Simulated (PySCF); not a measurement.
Ne+ (neon, charge +1) across methods

[He] 2s2 2p5, 2P determinant. Calculation: PySCF 2.14, in aug-cc-pVTZ-DK; scalar relativity by spin-free X2C-1e.

| method | E (hartree) | mean ε 2s β (eV) | mean ε 2p α (eV) | mean ε 2p β (eV) | Σ⟨r²⟩ (bohr²) | ⟨S²⟩ |
| --- | --- | --- | --- | --- | --- | --- |
| PBE | -128.1949 | -54.277 | -33.221 | -31.244 | 6.958 | 0.751 |
| PBEsol | -127.8518 | -54.094 | -33.138 | -31.062 | 6.965 | 0.751 |
| B3LYP | -128.3075 | -57.449 | -35.880 | -33.820 | 6.927 | 0.751 |
| BP86 | -128.3002 | -54.414 | -33.274 | -31.353 | 6.936 | 0.751 |
| r2SCAN | -128.2689 | -55.587 | -34.188 | -32.025 | 6.875 | 0.752 |
| UHF | -127.94722 | -68.464 | -44.921 | -42.083 | 6.797 | 0.753 |
| MN15 | -128.2554 | -58.087 | -37.267 | -35.323 | 6.927 | 0.750 |
| LDA | -127.5387 | -54.148 | -33.374 | -31.242 | 6.990 | 0.751 |

Problem. Estimate the same row for PBE0.

Solution. E (hartree) = -128.2077; mean ε 2s β (eV) = -58.137; mean ε 2p α (eV) = -36.371; mean ε 2p β (eV) = -34.220; Σ⟨r²⟩ (bohr²) = 6.897; ⟨S²⟩ = 0.751.
